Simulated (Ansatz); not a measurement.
Geometry optimisation, RKS B3LYP/def2-SVP in Ansatz.

Input:

```yaml
crystal:
  periodic: [false, false, false]
  atoms:
    - { symbol: C, position_ang: [0.52078, 1.27686, -0.0071] }
    - { symbol: S, position_ang: [-0.31469, 0.18524, 1.16922] }
    - { symbol: C, position_ang: [-0.75829, -1.19175, 0.11371] }
    - { symbol: Na, position_ang: [1.21331, -1.87614, -0.99727] }
    - { symbol: H, position_ang: [0.76753, 2.19354, 0.51943] }
    - { symbol: H, position_ang: [-0.15189, 1.49487, -0.83425] }
    - { symbol: H, position_ang: [1.43748, 0.7987, -0.38057] }
    - { symbol: H, position_ang: [-1.679, -0.90525, -0.40805] }
    - { symbol: H, position_ang: [-1.03523, -1.97606, 0.82487] }
basis:
  gaussian: { orbitals: def2-SVP }
hamiltonian:
  xc: b3lyp
relax:
  f_tol: 0.015
  max_steps: 40
```

Run as:

```bash
$ ansatz run input.yaml --threads 1 --pin off --max-ram 2048MiB --backend cpu --events-out ev --progress --plain --runs-dir out
```

Question: Where does it end, and by what steps?

Answer: The forces met the threshold. After 7 steps the energy has fallen by 0.058 eV; Na4 moved furthest, 0.17 Å.

```json
{"step": "0", "energy less start (eV)": "0.0000", "largest force component (eV/Å)": "0.551", "accepted": "yes"}
{"step": "1", "energy less start (eV)": "-0.0510", "largest force component (eV/Å)": "0.247", "accepted": "yes"}
{"step": "2", "energy less start (eV)": "-0.0554", "largest force component (eV/Å)": "0.123", "accepted": "yes"}
{"step": "3", "energy less start (eV)": "-0.0569", "largest force component (eV/Å)": "0.063", "accepted": "yes"}
{"step": "4", "energy less start (eV)": "-0.0577", "largest force component (eV/Å)": "0.021", "accepted": "yes"}
{"step": "5", "energy less start (eV)": "-0.0580", "largest force component (eV/Å)": "0.023", "accepted": "yes"}
{"step": "6", "energy less start (eV)": "-0.0582", "largest force component (eV/Å)": "0.021", "accepted": "yes"}
{"step": "7", "energy less start (eV)": "-0.0583", "largest force component (eV/Å)": "0.010", "accepted": "yes"}
```

```xyz
9
Properties=species:S:1:pos:R:3
C 0.545 1.278 0.000
S -0.406 0.239 1.153
C -0.805 -1.217 0.148
Na 1.123 -1.740 -1.054
H 0.809 2.211 0.520
H -0.041 1.534 -0.898
H 1.492 0.792 -0.326
H -1.745 -1.060 -0.411
H -0.972 -2.037 0.867
```

Whether the end is a true minimum wasn't checked by a vibrational analysis.

Run time: 36 s on 1 thread of Arm Neoverse V1 (shared host), peak memory 0.17 GiB.
